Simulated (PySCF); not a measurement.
CH8FNSi2, SMILES C[Si@@H](F)N[SiH3].

Geometry optimised at PBE0-D3(BJ)/def2-SVP. The structure was generated by enumeration; whether it is a known compound was not checked. One conformer was computed; it need not be the lowest.

Vertical ionisation energy (IE) and electron affinity (EA) in eV. Rows of orbital energies are one-electron estimates. Where ΔSCF, EOM or ADC give a negative EA the extra electron is unbound and the value depends on the basis.

```csv
level,IE,EA
"−ε(HOMO), −ε(LUMO), PBE0/def2-TZVP (PySCF)",7.91,-0.20
"−ε(HOMO), −ε(LUMO), PBE/def2-TZVP (PySCF)",6.54,0.65
```
